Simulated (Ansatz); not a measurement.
C8H12, charge -1, doublet, geometry from GFN2-xTB (a state made from the parent by changing its charge; the spin is typed, not shown lowest) (a gas-phase anion, which may not be bound at this level); Ansatz (an electronic-structure program) with PBE0/6-31G.

Input for Ansatz:
Ansatz 0.2 input:
```yaml
crystal:
  periodic: [false, false, false]
  atoms:
    - {symbol: C, position_ang: [-0.69087412, -1.74553618, -0.18585767]}
    - {symbol: C, position_ang: [0.68862544, -1.74702532, -0.18012278]}
    - {symbol: C, position_ang: [1.52375294, -0.58781095, -0.54879789]}
    - {symbol: C, position_ang: [1.52040289, 0.58452485, 0.56145313]}
    - {symbol: C, position_ang: [0.69087412, 1.74553618, 0.18585767]}
    - {symbol: C, position_ang: [-0.68862544, 1.74702532, 0.18012278]}
    - {symbol: C, position_ang: [-1.52375294, 0.58781095, 0.54879789]}
    - {symbol: C, position_ang: [-1.52040289, -0.58452485, -0.56145313]}
    - {symbol: H, position_ang: [-1.20491430, -2.57513596, 0.29530008]}
    - {symbol: H, position_ang: [1.19685513, -2.57772862, 0.30528478]}
    - {symbol: H, position_ang: [1.17729101, -0.12804771, -1.47804495]}
    - {symbol: H, position_ang: [2.56346734, -0.90412835, -0.69801976]}
    - {symbol: H, position_ang: [2.55952115, 0.89859820, 0.71931718]}
    - {symbol: H, position_ang: [1.16523511, 0.12551900, 1.48778336]}
    - {symbol: H, position_ang: [1.20491430, 2.57513596, -0.29530008]}
    - {symbol: H, position_ang: [-1.19685513, 2.57772862, -0.30528478]}
    - {symbol: H, position_ang: [-1.17729101, 0.12804771, 1.47804495]}
    - {symbol: H, position_ang: [-2.56346734, 0.90412835, 0.69801976]}
    - {symbol: H, position_ang: [-1.16523511, -0.12551900, -1.48778336]}
    - {symbol: H, position_ang: [-2.55952115, -0.89859820, -0.71931718]}
basis:
  gaussian:
    orbitals: 6-31G
    fitting: {mean_field: cc-pVTZ-JKFIT}
hamiltonian:
  xc: pbe0
total_charge: -1
magnetization: {spin_polarized: true, initial_magnetization: 1}
```

What the program printed (banner, timings and long lists left out):

```
Functional definition: PBE0
992 factors; integrals over basis functions are off by at most 1.3e-3 eV
mean field evaluation 1: about -8471.2997 eV, gradient 3.0e1 eV
mean field evaluation 2: about -8470.6780 eV, gradient 3.2e1 eV
mean field evaluation 4: about -8476.1921 eV, gradient 7.1e-1 eV
mean field evaluation 8: about -8476.1956 eV, gradient 7.0e-3 eV
mean field evaluation 16: about -8476.1956 eV, gradient 8.8e-6 eV
mean field -8476.19563208 eV, -311.4944441073 hartree, gradient 7.0e-6 eV, S^2 0.753161; 0 other end points of the search recorded, 0 dependent functions left out
reference -8476.19565469 eV, -311.4944449382 hartree; 31, 30 occupied and 65, 66 virtual orbitals, 992 factors
Total energy: -8476.19565469 eV, -311.4944449382 hartree
```
